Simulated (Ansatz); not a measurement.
Ansatz results at the PBE0-D4/def2-TZVP geometry: size of the dipole moment (ωB97M-V/def2-TZVPP) 6.02 D; zero-point energy (PBE0-D4/def2-TZVP) 205.1 kJ/mol; HOMO energy (ωB97M-V/def2-TZVPP) -10.14 eV.

Each molecule was computed in one conformer, which needn't be the lowest.

Task: Which molecule gave them?
A. `C[OH+][Al-]([F])([F])[F]`
B. `[CH3][Al-]([NH3+])([Cl])[Cl]`
C. `C[O+](C)[InH3-]`
D. `[BH3-][S+](C)C`

Result: B. The others give `C[OH+][Al-]([F])([F])[F]`: 6.06, 163.6, -12.98; `C[O+](C)[InH3-]`: 3.71, 261.0, -9.64; `[BH3-][S+](C)C`: 4.70, 281.6, -10.07.
